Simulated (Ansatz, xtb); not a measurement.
# Isomers of C7H4OS in order of energy

6 gas-phase structures of C7H4OS, from a drawn sample of its isomers (lower ones may exist). Each was relaxed with GFN2-xTB; where two conformers were screened, the lower at r2SCAN-D4/def2-SVP is listed:

A. `C#Cc1cscc1C=O`, a singlet
B. `C#Cc1cc(C=O)cs1`, a singlet
C. `C#Cc1ccsc1C=O`, a singlet
D. `C#Cc1ccc(C=O)s1`, a singlet
E. `C#Cc1sccc1C=O`, a singlet
F. `C#Cc1csc(C=O)c1`, a singlet

Q: Estimate their order in r2SCAN-D4/def2-SVP energy at these geometries, lowest first.

A: Calculated order at r2SCAN-D4/def2-SVP: D (0.0), E (1.2), F (1.4), B (1.8), C (3.3), A (3.3) kcal/mol. Less than 1 kcal/mol parts E and F; F and B; C and A, so the order within those pairs means little.

Energies above the lowest of each column, in kcal/mol; the last columns are at B3LYP/def2-SVP geometries:

```tsv
structure	GFN2-xTB	HF/STO-3G	r2SCAN-D4/def2-SVP	B3LYP/def2-SVP	CCSD(T)/def2-SVP + ΔMP2/def2-TZVPP
D	0.0	0.9	0.0	0.0	0.1
E	0.1	0.0	1.2	0.9	0.4
F	1.2	1.1	1.4	0.9	0.0
B	1.2	0.1	1.8	1.0	0.7
C	0.5	2.8	3.3	3.3	2.5
A	0.9	0.7	3.3	2.5	0.8
```

CCSD(T)/def2-SVP + ΔMP2/def2-TZVPP has A and B and D and E and F within 1 kcal/mol of each other at the bottom, and every level picks one of them. CCSD(T)/def2-SVP + ΔMP2/def2-TZVPP orders those it was run on as F (0.0), D (0.1), E (0.4), B (0.7), A (0.8), C (2.5) kcal/mol. Less than 1 kcal/mol parts F and D; D and E; E and B; B and A, so the order within those pairs means little. Flexible structures stand in one conformer each, not always the lowest. ΔMP2 is the change of the MP2 energy from the smaller to the larger basis.

Over these structures GFN2-xTB departs from r2SCAN-D4/def2-SVP by 0.9 kcal/mol on average once a common shift is removed. A GFN2-xTB relaxation took about 0.11 s and the r2SCAN-D4/def2-SVP energy about 4.5 s on a shared host (Ansatz 0.2.0, xtb 6.7.1).
